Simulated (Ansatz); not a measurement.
Total energies of NiI2(H2O)2 (NiI2O2H4) from Ansatz at PBE0-D4/def2-TZVPD, gas phase (1 Eh = 27.2114 eV = 2625.5 kJ/mol). The reference geometry is relaxed at PBE-D4/def2-SVP.

```
                 state   geometry  energy (Eh)
      charge 0 triplet  reference  -2256.45639
     charge -1 doublet  reference  -2256.53674
free Ni atom (triplet)          –  -1508.03968
 free I atom (doublet)          –   -297.69320
 free O atom (triplet)          –    -75.01925
 free H atom (doublet)          –     -0.50104
```

In the def2 sets I takes a core potential; there is no spin–orbit coupling.

Other spin states of the ions weren't run at this level and may lie lower.

Q: Work out the vertical electron affinity, to the doublet.

A: E(charge 0 triplet) − E(charge -1 doublet) = -2256.45639 − (-2256.53674) = 0.08035 Eh = 2.19 eV.

Q: What is the binding energy per atom against free atoms?

A: Atoms: 1 × (-1508.03968) + 2 × (-297.69320) + 2 × (-75.01925) + 4 × (-0.50104) = -2255.46874 Eh. Binding: -2255.46874 − (-2256.45639) = 0.98765 Eh = 26.88 eV, or 2.99 eV for each of 9 atoms (no zero-point energy, no counterpoise term).
